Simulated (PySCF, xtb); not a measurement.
Mo(S)2(OH)(Me) (CH₄MoOS₂), SMILES [S]=[Mo]([OH])(=[S])[CH3], multiplicity 1. Other conformers were not sampled.

Harmonic wavenumbers (cm⁻¹) from GFN2-xTB (xtb) at its own minimum, in rising order: 126, 130, 135, 146, 156, 165, 402, 472, 500, 546, 554, 589, 645, 648, 1274, 1445, 1450, 2902, 2906, 2921, 3567.

**Question.** What does B3LYP-D3(BJ)/def2-SVP (PySCF) give at its own minimum? (Estimate from the structure and the level; the computed values follow.)

**Answer.** 161, 178, 181, 182, 196, 202, 331, 534, 555, 566, 596, 635, 693, 746, 1185, 1396, 1402, 3019, 3123, 3145, 3824. Paired by order, the mean absolute difference is 80 cm⁻¹ and the zero-point energies are 31.0 and 32.7 kcal/mol.
